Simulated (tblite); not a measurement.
Species: C₄H₁₀OSi₂.
Numbering: `[CH2:1]=[CH:2][O:3]/[C:4]([SiH3:5])=[CH:6]\[SiH3:7]` (hydrogens: H8, H9 on C1; H10 on C2; H11, H12, H13 on Si5; H14 on C6; H15, H16, H17 on Si7)

Computed with GFN2-xTB (tblite), gas phase: L-BFGS steps from a force-field or distance-geometry start until the largest atomic force falls under 0.01 eV/Å.

Step 126: E = -574.7771 eV
```
atom  x, y, z in Å  |  force x, y, z in eV/Å
C1      0.4298    2.6861   -1.1404    0.153  -0.017  -0.048
C2     -0.2425    1.5741   -0.8861   -0.061   0.002   0.020
O3      0.3111    0.5792   -0.1586   -0.014  -0.013  -0.050
C4     -0.3671   -0.5886    0.0821    0.013  -0.032   0.012
Si5    -1.8788   -1.1110   -0.9420   -0.017  -0.028  -0.012
C6      0.1801   -1.3737    1.0204   -0.026  -0.007  -0.021
Si7     1.7966   -0.9151    1.8575    0.032  -0.032  -0.031
H8      1.4467    2.7951   -0.8026   -0.060   0.032   0.021
H9      0.0040    3.4917   -1.7053   -0.058  -0.025  -0.001
H10    -1.2667    1.4226   -1.2197    0.107   0.011   0.017
H11    -3.0094   -0.2030   -0.7102   -0.028  -0.053   0.017
H12    -2.2106   -2.4695   -0.5156   -0.019   0.062   0.006
H13    -1.5525   -1.1101   -2.3755    0.022   0.051   0.088
H14    -0.3126   -2.3043    1.2515    0.010  -0.024  -0.043
H15     2.1097   -1.9671    2.8314   -0.002  -0.018  -0.012
H16     1.7032    0.3599    2.5634   -0.038   0.076  -0.003
H17     2.8517   -0.8545    0.8397   -0.014   0.016   0.041
```

Step 127: E = -574.7798 eV
```
atom  x, y, z in Å  |  force x, y, z in eV/Å
C1      0.4403    2.6766   -1.1398    0.134   0.017  -0.069
C2     -0.2397    1.5699   -0.8838   -0.072  -0.005   0.018
O3      0.3067    0.5767   -0.1497   -0.015  -0.013  -0.040
C4     -0.3686   -0.5944    0.0818    0.030  -0.030  -0.013
Si5    -1.8845   -1.1102   -0.9407   -0.025   0.030   0.027
C6      0.1856   -1.3832    1.0127   -0.053   0.007  -0.050
Si7     1.7937   -0.9070    1.8544   -0.001  -0.049   0.022
H8      1.4547    2.7858   -0.7947   -0.065   0.021   0.012
H9      0.0203    3.4777   -1.7158   -0.050  -0.016   0.014
H10    -1.2639    1.4218   -1.2205    0.129   0.012   0.013
H11    -3.0112   -0.2013   -0.6798   -0.005  -0.089   0.004
H12    -2.1997   -2.4749   -0.5262   -0.039   0.041   0.009
H13    -1.5790   -1.0892   -2.3778    0.032   0.049   0.077
H14    -0.3022   -2.3178    1.2331    0.012  -0.058  -0.011
H15     2.1105   -1.9543    2.8329    0.003  -0.012  -0.020
H16     1.6763    0.3671    2.5574   -0.034   0.082   0.005
H17     2.8535   -0.8314    0.8467    0.019   0.012   0.003
```

Step 128: E = -574.7828 eV
```
atom  x, y, z in Å  |  force x, y, z in eV/Å
C1      0.4545    2.6651   -1.1388    0.004  -0.039  -0.078
C2     -0.2372    1.5662   -0.8755   -0.016   0.032  -0.005
O3      0.3013    0.5721   -0.1377   -0.021   0.001  -0.031
C4     -0.3717   -0.6022    0.0832    0.038  -0.012  -0.030
Si5    -1.8911   -1.1105   -0.9368    0.013   0.061   0.047
C6      0.1893   -1.3954    1.0057   -0.060  -0.008  -0.053
Si7     1.7896   -0.8971    1.8499   -0.038  -0.049   0.062
H8      1.4654    2.7724   -0.7899    0.002   0.021   0.022
H9      0.0384    3.4605   -1.7250   -0.040   0.014   0.020
H10    -1.2618    1.4251   -1.2137    0.127   0.007   0.009
H11    -3.0112   -0.2023   -0.6567   -0.041  -0.079   0.015
H12    -2.1950   -2.4809   -0.5400   -0.056   0.011   0.017
H13    -1.5968   -1.0638   -2.3731    0.042   0.038   0.028
H14    -0.2921   -2.3359    1.2133    0.025  -0.066   0.019
H15     2.1161   -1.9380    2.8335    0.004   0.007  -0.030
H16     1.6436    0.3809    2.5430   -0.026   0.055   0.008
H17     2.8515   -0.8043    0.8487    0.041   0.006  -0.020
```

**Question.** Estimate the geometry and energy of step 129. (The exact step hangs on the optimiser's Hessian estimate; all steps are aligned on step 128, rigid shifts and turns removed.)

**Answer.** E = -574.7853 eV, largest force 0.123 eV/Å
```
atom  x, y, z in Å  |  force x, y, z in eV/Å
C1      0.4695    2.6536   -1.1433    0.010   0.047  -0.073
C2     -0.2305    1.5618   -0.8762   -0.019  -0.026  -0.046
O3      0.2947    0.5697   -0.1289    0.030   0.003   0.021
C4     -0.3739   -0.6078    0.0832    0.017   0.013  -0.051
Si5    -1.8985   -1.1089   -0.9312   -0.040   0.084   0.048
C6      0.1897   -1.4027    1.0017   -0.025  -0.037  -0.023
Si7     1.7849   -0.8893    1.8500   -0.065  -0.003   0.060
H8      1.4726    2.7661   -0.7719   -0.021   0.020  -0.016
H9      0.0593    3.4411   -1.7464   -0.001   0.002   0.057
H10    -1.2474    1.4196   -1.2320    0.071  -0.001  -0.001
H11    -3.0227   -0.2151   -0.6039    0.012  -0.122  -0.009
H12    -2.1772   -2.4954   -0.5683   -0.058   0.037   0.011
H13    -1.6291   -1.0192   -2.3714    0.036   0.029   0.046
H14    -0.2872   -2.3476    1.2016    0.041  -0.055   0.030
H15     2.1255   -1.9298    2.8292    0.001   0.012  -0.030
H16     1.6142    0.3882    2.5454   -0.014  -0.002  -0.011
H17     2.8490   -0.7724    0.8524    0.025  -0.001  -0.011
```

The energy changes by -0.0025 eV. The first-order estimate −F·Δx gives -0.0043 eV and the mean of the old and new forces, exact on a quadratic surface, -0.0025 eV. The step makes an angle of 82° with the force vector and moves no atom by more than 0.056 Å.

What follows is the cost of the whole relaxation. Hardware: an Arm Neoverse V1 with one thread, shared host. Cost: 1.1 s of wall time.
